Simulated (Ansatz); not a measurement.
`C[S][ZnH]` + `[SiH3]CS` → `S[CH2][ZnH]` + `CS[SiH3]`  (redistribution)

Program: Ansatz. Geometries: PBE0-D4/def2-TZVP. ΔE: electronic, gas phase. CBS: MP2 limit from def2 TZ/QZ plus the TZ coupled-cluster correction, frozen cores. Functionals use def2-TZVPP. For Zn outer-core shells are correlated without core-valence functions, which leaves a few kJ/mol of doubt a bond. Scalar relativity is left out up to krypton. One conformer a species, not always the lowest.

CCSD(T)/CBS gives +0.46 eV.

Another level gave +0.45 eV. Which?
A. revPBE-D4/def2-TZVPP
B. HF/def2-TZVPP
C. r2SCANh-D4/def2-TZVPP
D. BHLYP/def2-TZVPP

C. r2SCANh-D4 0.45, BHLYP 0.51, HF/def2-TZVPP 0.59, revPBE-D4 0.40 eV.

Largest T1 diagnostic among the species: 0.014.

From PBE to PBE0 (25 % exact exchange), in def2-TZVPP and without D4, ΔE moves by +0.04 eV. Leaving LDA and LC-ωPBE aside and taking each functional with its dispersion term where it has one, the values, not all of them listed here, spread over 0.11 eV, from revPBE-D4 to BHLYP-D4.
